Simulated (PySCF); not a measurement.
## Telling isomers of C₈H₁₂ apart by NMR

[PySCF 2.14.0 with density-fitted response routines: shieldings: GIAO PBE0/pcSseg-1; geometry from GFN2-xTB; one averaged value for each set of equivalent atoms; non-relativistic; a single conformation; gas phase]

Shifts are taken against calculated references (same method and geometry level): TMS for $^{1}$H and $^{13}$C. Where no couplings were computed, multiplicities follow the n + 1 count of equivalent neighbours, and m marks all less simple cases (inequivalent or close neighbours, rings, F or P nearby). Shifts are as computed. Against solution values, carbons near 30 ppm lie about +3 ppm off and those near 130 ppm about +5 ppm (rms about the fit 2.1 ppm; single classes can miss by 10 ppm). Of 1328 compounds with measured shifts, 309 miss one by over three times the rms of a fit or turn the order of signals round; such compounds aren't used in these exercises. Signals without a measured value on file couldn't be tested in this way; 1H shifts scatter by 0.2 ppm about their fit, and single ones miss by 0.5 ppm.

(1) Tabulate the signals of `CCC1=CC=CCC1`, `CC1=CC=CC1(C)C`, `CCC#C/C=C/CC` and their relative energies.

(2) What is the quickest way to tell CC1=CC=CC1(C)C from CCC#C/C=C/CC?

(3) What is the quickest way to tell CCC1=CC=CCC1 from CCC#C/C=C/CC?

(4) What is the quickest way to tell CCC1=CC=CCC1 from CC1=CC=CC1(C)C?

Results:

(1) 
| SMILES | carbon types | δC | δH | E rel. (kcal/mol) |
| --- | --- | --- | --- | --- |
| CCC1=CC=CCC1 | 1×C 3×CH 3×CH2 1×CH3 | 149.6, 132.8, 130.7, 125.8, 37.7, 29.8, 26.5, 15.2 | 6.21 (m, 1H), 6.03 (d, 1H), 5.90 (m, 1H), 2.26 (q, 2H), 2.24 (m, 2H), 2.11 (m, 2H), 1.04 (t, 3H) | 0.0 |
| CC1=CC=CC1(C)C | 2×C 3×CH 3×CH3 | 164.3, 155.2, 135.9, 131.9, 55.5, 24.1, 15.3 | 6.53 (m, 1H), 6.49 (m, 1H), 6.20 (d, 1H), 2.02 (s, 3H), 1.09 (s, 6H) | 0.7 |
| CCC#C/C=C/CC | 2×C 2×CH 2×CH2 2×CH3 | 155.3, 116.5, 100.0, 86.2, 32.9, 17.2, 17.1, 16.5 | 6.36 (m, 1H), 5.72 (d, 1H), 2.49 (q, 2H), 2.17 (m, 2H), 1.23 (t, 3H), 1.06 (t, 3H) | 33.3 |

Energies are electronic energies at PBE0/pcSseg-1 on these geometries, without zero-point or thermal terms, each for the one conformer computed, which needn't be the lowest.

(2) Count the carbon signals: 7 against 8. The first has a fully substituted alkene carbon (C) at 164.3 ppm, the second an allylic sp3 CH2 at 32.9 ppm. Their most deshielded carbons lie at 164.3 and 155.3 ppm.

(3) Both give the same number of carbon signals, but DEPT or the intensities differ. The first has a fully substituted alkene carbon (C) at 149.6 ppm, the second an alkyne carbon (C) at 86.2 ppm. Their most deshielded carbons lie at 149.6 and 155.3 ppm.

(4) Count the carbon signals: 8 against 7. The first has an allylic sp3 CH2 at 37.7 ppm, the second an allylic quaternary sp3 carbon (C) at 55.5 ppm. Their most deshielded carbons lie at 149.6 and 164.3 ppm.
